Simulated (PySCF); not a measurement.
# Electron correlation in Pt⁶⁰⁺ (platinum, charge +60)

[Ar], closed-shell 1S. Computed with PySCF 2.14 in an uncontracted even-tempered set (17 s from 17 bohr⁻², ratio 2.5; 12 p from 22 bohr⁻², ratio 2.5; 4 d from 89 bohr⁻², ratio 2.7; 4 f from 130 bohr⁻², ratio 2.7), with the spin-free X2C one-electron Hamiltonian (Gaussian nucleus). Frozen: 1s2; 16 electrons correlated; the 17 highest virtual orbitals of each spin left out.

```
  level  correlation energy (mhartree)
   CCSD                        -713.35
    (T)                          -0.64
CCSD(T)                        -713.99
```

Diagnostics: T1 = 0.00015, D1 = 0.0003, largest double amplitude 0.011.

**Question.** Is a single reference adequate?

**Answer.** Yes, within this model without spin-orbit coupling: T1 lies below 0.03 and no double amplitude reaches 0.07.

At this charge the one-electron X2C treatment keeps the bare 1/r₁₂, with no two-electron picture change or Breit term. The effect here is smaller than on the frozen 1s shell; and a scalar Hamiltonian misses the large spin-orbit splitting of the p shells, which matters for ns² → np² pairs.
